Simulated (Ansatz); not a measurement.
Isomers of Na$_{4}$H$_{5}$ (doublet), relaxed with PBE-D4/def2-SVP, loosely relaxed; total energies from Ansatz at CAM-B3LYP-D4/def2-TZVP.

| isomer | description | energy (Eh) |
| --- | --- | --- |
| A | point group Cs; 7 × H–Na 2.04 to 2.25 Å | -652.09371 |
| B | point group Cs; 6 × H–Na 2.01 to 2.03 Å | -652.06998 |

A: The geometry of the charge 0 doublet is only loosely relaxed.

The isomers come from a short search, and lower ones may exist.

Work out the relative energies (1 Eh = 2625.5 kJ/mol) and the Boltzmann populations at 1200 K from electronic energies alone (R = 8.314 J/mol/K).

ΔE: A 0.0, B 62.3 kJ/mol. RT = 9.98 kJ/mol. Factors exp(−ΔE/RT): A 1, B 0.00195; sum 1.002. Populations: A 99.8 %, B 0.2 %. Zero-point energy, vibrational entropy and symmetry numbers are left out and can shift these; an error of 4 kJ/mol changes a ratio by a factor of 1.5. Over the other density-functional and correlated levels in def2 sets, the gap between A and B ranges from 47 to 59 kJ/mol.
